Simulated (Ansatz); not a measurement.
Harmonic vibrations of `C/C=C(\F)C(F)F` by finite differences.

```yaml
crystal:
  periodic: [false, false, false]
  atoms:
    - {symbol: C, position_ang: [-0.311831, -1.919643, 0.335811]}
    - {symbol: C, position_ang: [0.338405, -0.594169, 0.163240]}
    - {symbol: C, position_ang: [-0.284388, 0.519719, -0.173695]}
    - {symbol: F, position_ang: [-1.604935, 0.564351, -0.410340]}
    - {symbol: C, position_ang: [0.326954, 1.870066, -0.362825]}
    - {symbol: F, position_ang: [-0.136719, 2.728354, 0.582493]}
    - {symbol: F, position_ang: [1.669950, 1.806373, -0.238545]}
    - {symbol: H, position_ang: [0.133489, -2.657569, -0.337470]}
    - {symbol: H, position_ang: [-0.162129, -2.289095, 1.354326]}
    - {symbol: H, position_ang: [-1.382435, -1.873358, 0.140213]}
    - {symbol: H, position_ang: [1.406890, -0.508614, 0.322689]}
    - {symbol: H, position_ang: [0.083549, 2.298186, -1.341898]}
basis:
  gaussian: {orbitals: def2-TZVP}
hamiltonian: {xc: pbe0, dispersion: d4}
phonons: {temperatures: {t_min: 298.15, t_max: 900, t_step: 200}}
```

```sh
$ ansatz run in.yaml --threads 4 --pin off --events-out ev --progress --plain --max-ram 11315MiB
```

Output, abridged:

```
Functional definition: PBE0
  name "PBE0"
  cite "Adamo & Barone, J. Chem. Phys. 110, 6158 (1999) doi:10.1063/1.478522"
  cite "Perdew, Burke & Ernzerhof, Phys. Rev. Lett. 77, 3865 (1996) doi:10.1103/PhysRevLett.77.3865"
  parent pbe
  parameter a = 0.25
  parameter kappa = 0.804
  parameter beta = 0.06672455060314922
  exchange = (1 - a)*pbe_x(kappa = kappa, mu = beta*pi^2/3) + a*exact_x
  correlation = pbe_c(beta = beta)
mean field -12371.89266002 eV, -454.6586692859 hartree, gradient 4.5e-5 eV, S^2 0.000000; 0 other end points of the search recorded, 0 dependent functions left out
the calculation of the forces begins
these checks for a lower state are left out or cut short: stability, starts, cluster_reference, orbital_swaps, neighbouring_geometries, increment
mean field -12371.89248194 eV, -454.6586627415 hartree, gradient 1.8e-6 eV, S^2 0.000000; 0 other end points of the search recorded, 0 dependent functions left out
the calculation of the forces begins
these checks for a lower state are left out or cut short: stability, starts, cluster_reference, orbital_swaps, neighbouring_geometries, increment
mean field -12371.89248894 eV, -454.6586629986 hartree, gradient 1.8e-6 eV, S^2 0.000000; 0 other end points of the search recorded, 0 dependent functions left out
the calculation of the forces begins
these checks for a lower state are left out or cut short: stability, starts, cluster_reference, orbital_swaps, neighbouring_geometries, increment
mean field -12371.89247364 eV, -454.6586624363 hartree, gradient 1.8e-6 eV, S^2 0.000000; 0 other end points of the search recorded, 0 dependent functions left out
the calculation of the forces begins
these checks for a lower state are left out or cut short: stability, starts, cluster_reference, orbital_swaps, neighbouring_geometries, increment
mean field -12371.89253711 eV, -454.6586647688 hartree, gradient 1.8e-6 eV, S^2 0.000000; 0 other end points of the search recorded, 0 dependent functions left out
the calculation of the forces begins
these checks for a lower state are left out or cut short: stability, starts, cluster_reference, orbital_swaps, neighbouring_geometries, increment
mean field -12371.89250285 eV, -454.6586635099 hartree, gradient 1.8e-6 eV, S^2 0.000000; 0 other end points of the search recorded, 0 dependent functions left out
the calculation of the forces begins
these checks for a lower state are left out or cut short: stability, starts, cluster_reference, orbital_swaps, neighbouring_geometries, increment
mean field -12371.89249147 eV, -454.6586630917 hartree, gradient 1.8e-6 eV, S^2 0.000000; 0 other end points of the search recorded, 0 dependent functions left out
the calculation of the forces begins
these checks for a lower state are left out or cut short: stability, starts, cluster_reference, orbital_swaps, neighbouring_geometries, increment
mean field -12371.89245071 eV, -454.6586615939 hartree, gradient 1.8e-6 eV, S^2 0.000000; 0 other end points of the search recorded, 0 dependent functions left out
the calculation of the forces begins
these checks for a lower state are left out or cut short: stability, starts, cluster_reference, orbital_swaps, neighbouring_geometries, increment
mean field -12371.89244977 eV, -454.6586615592 hartree, gradient 1.8e-6 eV, S^2 0.000000; 0 other end points of the search recorded, 0 dependent functions left out
[...]
the calculation of the forces begins
these checks for a lower state are left out or cut short: stability, starts, cluster_reference, orbital_swaps, neighbouring_geometries, increment
mean field -12371.89254744 eV, -454.6586651484 hartree, gradient 1.8e-6 eV, S^2 0.000000; 0 other end points of the search recorded, 0 dependent functions left out
the calculation of the forces begins
these checks for a lower state are left out or cut short: stability, starts, cluster_reference, orbital_swaps, neighbouring_geometries, increment
mean field -12371.89263630 eV, -454.6586684138 hartree, gradient 1.8e-6 eV, S^2 0.000000; 0 other end points of the search recorded, 0 dependent functions left out
the calculation of the forces begins
these checks for a lower state are left out or cut short: stability, starts, cluster_reference, orbital_swaps, neighbouring_geometries, increment
mean field -12371.89264933 eV, -454.6586688927 hartree, gradient 1.8e-6 eV, S^2 0.000000; 0 other end points of the search recorded, 0 dependent functions left out
the calculation of the forces begins
these checks for a lower state are left out or cut short: stability, starts, cluster_reference, orbital_swaps, neighbouring_geometries, increment
mean field -12371.89265108 eV, -454.6586689573 hartree, gradient 1.8e-6 eV, S^2 0.000000; 0 other end points of the search recorded, 0 dependent functions left out
the calculation of the forces begins
these checks for a lower state are left out or cut short: stability, starts, cluster_reference, orbital_swaps, neighbouring_geometries, increment
mean field -12371.89264818 eV, -454.6586688504 hartree, gradient 1.8e-6 eV, S^2 0.000000; 0 other end points of the search recorded, 0 dependent functions left out
the calculation of the forces begins
these checks for a lower state are left out or cut short: stability, starts, cluster_reference, orbital_swaps, neighbouring_geometries, increment
mean field -12371.89263976 eV, -454.6586685413 hartree, gradient 1.8e-6 eV, S^2 0.000000; 0 other end points of the search recorded, 0 dependent functions left out
the calculation of the forces begins
these checks for a lower state are left out or cut short: stability, starts, cluster_reference, orbital_swaps, neighbouring_geometries, increment
mean field -12371.89263422 eV, -454.6586683377 hartree, gradient 1.8e-6 eV, S^2 0.000000; 0 other end points of the search recorded, 0 dependent functions left out
the calculation of the forces begins
these checks for a lower state are left out or cut short: stability, starts, cluster_reference, orbital_swaps, neighbouring_geometries, increment
mean field -12371.89262953 eV, -454.6586681652 hartree, gradient 1.8e-6 eV, S^2 0.000000; 0 other end points of the search recorded, 0 dependent functions left out
the calculation of the forces begins
these checks for a lower state are left out or cut short: stability, starts, cluster_reference, orbital_swaps, neighbouring_geometries, increment
mean field -12371.89262657 eV, -454.6586680563 hartree, gradient 1.8e-6 eV, S^2 0.000000; 0 other end points of the search recorded, 0 dependent functions left out
the calculation of the forces begins
these checks for a lower state are left out or cut short: stability, starts, cluster_reference, orbital_swaps, neighbouring_geometries, increment
mean field -12371.89257914 eV, -454.6586663133 hartree, gradient 1.8e-6 eV, S^2 0.000000; 0 other end points of the search recorded, 0 dependent functions left out
the calculation of the forces begins
these checks for a lower state are left out or cut short: stability, starts, cluster_reference, orbital_swaps, neighbouring_geometries, increment
mean field -12371.89257137 eV, -454.6586660279 hartree, gradient 1.8e-6 eV, S^2 0.000000; 0 other end points of the search recorded, 0 dependent functions left out
the calculation of the forces begins
Total energy: -12372.07361439 eV, -454.6653192361 hartree
Atom 0 at    -0.311831    -1.919643     0.335811 Å, force    -0.000469    -0.000988     0.000410 eV/Å
Atom 1 at     0.338405    -0.594169     0.163240 Å, force    -0.000822     0.003534    -0.002650 eV/Å
Atom 2 at    -0.284388     0.519719    -0.173695 Å, force     0.003609    -0.004525     0.000452 eV/Å
Atom 3 at    -1.604935     0.564351    -0.410340 Å, force    -0.001788     0.001004     0.001346 eV/Å
Atom 4 at     0.326954     1.870066    -0.362825 Å, force     0.000063     0.000925    -0.002078 eV/Å
Atom 5 at    -0.136719     2.728354     0.582493 Å, force    -0.001695     0.002244     0.000425 eV/Å
Atom 6 at     1.669950     1.806373    -0.238545 Å, force     0.000752     0.000166     0.001047 eV/Å
Atom 7 at     0.133489    -2.657569    -0.337470 Å, force    -0.000251     0.000825     0.000472 eV/Å
Atom 8 at    -0.162129    -2.289095     1.354326 Å, force    -0.000295    -0.000082    -0.000554 eV/Å
Atom 9 at    -1.382435    -1.873358     0.140213 Å, force     0.000904    -0.000236     0.000164 eV/Å
Atom 10 at     1.406890    -0.508614     0.322689 Å, force    -0.000399    -0.001368     0.000063 eV/Å
Atom 11 at     0.083549     2.298186    -1.341898 Å, force     0.000389    -0.001499     0.000904 eV/Å
Dipole moment:     0.069627    -0.374540    -0.167015 e Å
Vibrations: 68.10 142.00 165.31 189.87 282.02 351.64 438.94 571.70 578.66 735.23 842.15 885.29 1024.83 1060.21 1094.17 1141.25 1151.37 1239.68 1331.50 1373.00 1401.74 1436.43 1477.94 1480.44 1803.42 3050.84 3072.07 3105.48 3155.41 3214.45 cm⁻¹, zero-point energy 2.347338 eV
```

Run time 3.1 min (4 threads of an Intel Xeon Platinum 8488C on a shared host); peak host memory 0.73 GiB.
